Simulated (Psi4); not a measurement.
C2H8AsGa, singlet, geometry from GFN2-xTB (such geometries of metal compounds can be far from the true shape), with bond 7-6 at 1.6 times its length.

Psi4 was given this input:
```
memory 2 GB

molecule mol {
0 1
Ga    0.411344   -0.567388    0.352852
C     2.183584   -1.248071   -0.444470
H     2.085090   -2.279472   -0.800044
H     2.988089   -1.241523    0.297806
H     2.505930   -0.633570   -1.292635
C    -0.318340   -1.525713    2.022935
H    -0.766201   -3.179605    1.653171
H    -1.207339   -1.022344    2.419574
H     0.427639   -1.567734    2.822820
As   -0.833630    1.287945   -0.699837
H    -2.069467    0.432963   -0.534637
H    -0.565032    0.600627   -2.019298
}

set {
  basis 6-31g
  reference rks
}

energy('b3lyp')
print_variables()
```

Problem. Estimate the total energy that Psi4 1.11 with B3LYP/6-31G returns for this input.

Solution. -4240.8394 Eh

Problem. What dipole moment does B3LYP/6-31G give?

Solution. 0.91 D

Problem. Estimate the number of basis functions that B3LYP/6-31G returns for this input.

Solution. 92
